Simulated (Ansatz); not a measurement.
Ansatz (a quantum-chemistry and plane-wave program) input (PBE0/def2-TZVP):

Ansatz 0.2 input:
```yaml
crystal:
  periodic: [false, false, false]
  atoms:
    - {symbol: Nb, position_ang: [0.03307259, 0.22842254, -0.15750494]}
    - {symbol: O, position_ang: [1.32498639, -0.84746528, -0.39242662]}
    - {symbol: F, position_ang: [-1.32842968, -0.28728909, 1.06634619]}
basis:
  gaussian:
    orbitals: def2-TZVP
hamiltonian:
  xc: {name: PBE0}
magnetization: {spin_polarized: true, initial_magnetization: 2}
relax: {f_tol: 0.003, max_steps: 100}
```

Output:

```
Functional definition: PBE0
integrals: 0.03 GiB planned
678 factors; their error is unknown
mean field: 0.34 GiB planned
mean field evaluation 1: about -6302.4928 eV, gradient 5.4e1 eV
mean field evaluation 2: about -6136.8268 eV, gradient 1.8e2 eV
mean field evaluation 4: about -6311.4162 eV, gradient 2.1e1 eV
mean field evaluation 8: about -6312.7884 eV, gradient 1.5e-1 eV
mean field evaluation 16: about -6312.8282 eV, gradient 3.1e-3 eV
mean field evaluation 32: about -6312.7325 eV, gradient 2.1e0 eV
mean field -6312.82818833 eV, -231.9921569324 hartree, gradient 1.6e-5 eV, S^2 2.012442; 3 other end points of the search recorded, 0 dependent functions left out
the calculation of the forces begins
reference -6312.82823252 eV, -231.9921585563 hartree; 16, 14 occupied and 86, 88 virtual orbitals, 678 factors
relax step   1: F+E_penalty+E_count = -6312.82818833 eV  Δ(F+E_penalty+E_count) = +0.000e0 eV  max|allowed force component| = 5.549e-1 eV/Å  Δτ_max = 0.0000 Å  (89 SCF iters, accepted)
these checks for a lower state are left out or cut short: starts, cluster_reference, orbital_swaps, neighbouring_geometries, increment
integrals: 0.03 GiB planned
678 factors; their error is unknown
mean field: 0.34 GiB planned
mean field -6312.83460497 eV, -231.9923927395 hartree, gradient 1.4e-5 eV, S^2 2.011628; 0 other end points of the search recorded, 0 dependent functions left out
the calculation of the forces begins
reference -6312.83464916 eV, -231.9923943637 hartree; 16, 14 occupied and 86, 88 virtual orbitals, 678 factors
relax step   2: F+E_penalty+E_count = -6312.83460497 eV  Δ(F+E_penalty+E_count) = -6.417e-3 eV  max|allowed force component| = 7.012e-2 eV/Å  Δτ_max = 0.0081 Å  (66 SCF iters, accepted)
these checks for a lower state are left out or cut short: starts, cluster_reference, orbital_swaps, neighbouring_geometries, increment
integrals: 0.03 GiB planned
678 factors; their error is unknown
mean field: 0.34 GiB planned
mean field -6312.83478826 eV, -231.9923994754 hartree, gradient 1.8e-5 eV, S^2 2.011537; 0 other end points of the search recorded, 0 dependent functions left out
the calculation of the forces begins
reference -6312.83483245 eV, -231.9924010993 hartree; 16, 14 occupied and 86, 88 virtual orbitals, 678 factors
relax step   3: F+E_penalty+E_count = -6312.83478826 eV  Δ(F+E_penalty+E_count) = -1.833e-4 eV  max|allowed force component| = 7.829e-3 eV/Å  Δτ_max = 0.0040 Å  (62 SCF iters, accepted)
these checks for a lower state are left out or cut short: starts, cluster_reference, orbital_swaps, neighbouring_geometries, increment
integrals: 0.03 GiB planned
678 factors; their error is unknown
mean field: 0.35 GiB planned
mean field -6312.83478201 eV, -231.9923992458 hartree, gradient 1.7e-5 eV, S^2 2.011568; 0 other end points of the search recorded, 0 dependent functions left out
the calculation of the forces begins
reference -6312.83482619 eV, -231.9924008694 hartree; 16, 14 occupied and 86, 88 virtual orbitals, 678 factors
relax step   4: F+E_penalty+E_count = -6312.83478201 eV  Δ(F+E_penalty+E_count) = +6.250e-6 eV  max|allowed force component| = 2.278e-2 eV/Å  Δτ_max = 0.0021 Å  (63 SCF iters, rejected (line search))
these checks for a lower state are left out or cut short: starts, cluster_reference, orbital_swaps, neighbouring_geometries, increment
integrals: 0.03 GiB planned
678 factors; their error is unknown
mean field: 0.34 GiB planned
mean field evaluation 64: about -6312.8348 eV, gradient 7.9e-2 eV
mean field -6312.83480260 eV, -231.9924000026 hartree, gradient 7.2e-6 eV, S^2 2.011538; 0 other end points of the search recorded, 0 dependent functions left out
the calculation of the forces begins
reference -6312.83484679 eV, -231.9924016264 hartree; 16, 14 occupied and 86, 88 virtual orbitals, 678 factors
relax step   5: F+E_penalty+E_count = -6312.83480260 eV  Δ(F+E_penalty+E_count) = -1.435e-5 eV  max|allowed force component| = 3.296e-3 eV/Å  Δτ_max = 0.0011 Å  (61 SCF iters, accepted)
these checks for a lower state are left out or cut short: starts, cluster_reference, orbital_swaps, neighbouring_geometries, increment
integrals: 0.03 GiB planned
678 factors; their error is unknown
mean field: 0.34 GiB planned
mean field -6312.83480562 eV, -231.9924001134 hartree, gradient 1.9e-5 eV, S^2 2.011538; 0 other end points of the search recorded, 0 dependent functions left out
the calculation of the forces begins
reference -6312.83484980 eV, -231.9924017372 hartree; 16, 14 occupied and 86, 88 virtual orbitals, 678 factors
relax step   6: F+E_penalty+E_count = -6312.83480562 eV  Δ(F+E_penalty+E_count) = -3.015e-6 eV  max|allowed force component| = 1.541e-5 eV/Å  Δτ_max = 0.0008 Å  (53 SCF iters, accepted)
integrals: 0.03 GiB planned
678 factors; their error is unknown
mean field: 0.34 GiB planned
mean field evaluation 96: about -6312.8348 eV, gradient 5.5e-3 eV
mean field -6312.83480562 eV, -231.9924001134 hartree, gradient 1.9e-5 eV, S^2 2.011538; 4 other end points of the search recorded, 0 dependent functions left out
the calculation of the forces begins
reference -6312.83484980 eV, -231.9924017372 hartree; 16, 14 occupied and 86, 88 virtual orbitals, 678 factors
Total energy: -6312.83484980 eV, -231.9924017372 hartree
Atom 0 at     0.033670     0.226319    -0.156663 Å, force    -0.000014    -0.000010     0.000015 eV/Å
Atom 1 at     1.313802    -0.843927    -0.386974 Å, force     0.000007     0.000002    -0.000006 eV/Å
Atom 2 at    -1.317843    -0.288724     1.060052 Å, force     0.000007     0.000008    -0.000009 eV/Å
Dipole moment:    -0.133043     0.721135    -0.337032 e Å
```

The spin state was set by rule; other spins were not relaxed.
